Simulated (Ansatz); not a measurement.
```yaml
crystal:
  periodic: [true, true, true]
  atoms:
    - {symbol: B, position_ang: [-1.526536, 1.034536, 0.326612]}
    - {symbol: Si, position_ang: [0.407091, 0.781513, -0.095966]}
    - {symbol: B, position_ang: [0.772040, -1.186467, 0.328606]}
    - {symbol: O, position_ang: [0.935662, -2.118476, -0.632507]}
    - {symbol: H, position_ang: [-2.369603, 0.877132, -0.507223]}
    - {symbol: H, position_ang: [-1.886695, 1.259342, 1.444342]}
    - {symbol: H, position_ang: [0.725350, 1.034444, -1.535637]}
    - {symbol: H, position_ang: [1.300567, 1.627495, 0.746079]}
    - {symbol: H, position_ang: [0.840145, -1.586370, 1.457362]}
    - {symbol: H, position_ang: [0.885078, -1.774349, -1.528870]}
basis:
  gaussian: {orbitals: "6-31++G**"}
hamiltonian: {xc: {name: B97}}
output: {forces: true}
```

```sh
$ ansatz run in.yaml --threads 2 --pin off --events-out ev --progress --plain --max-ram 4352MiB
```

Shortened log:

```
Error: YAML parse error: error: line 2 column 3: crystal: missing field `lattice` (a structure is typed as `lattice` and `atoms`, a molecule's as `atoms` in Å alone, or read from a run's directory, `checkpoint`)
 --> <input>:2:3
1 | crystal:
2 |   periodic: [true, true, true]
3 |   atoms:
4 |     - {symbol: B, position_ang: [-1.526536, 1.034536, 0.326612]}
```

In this input the molecule is marked periodic without a cell. The input was rejected before any iteration.
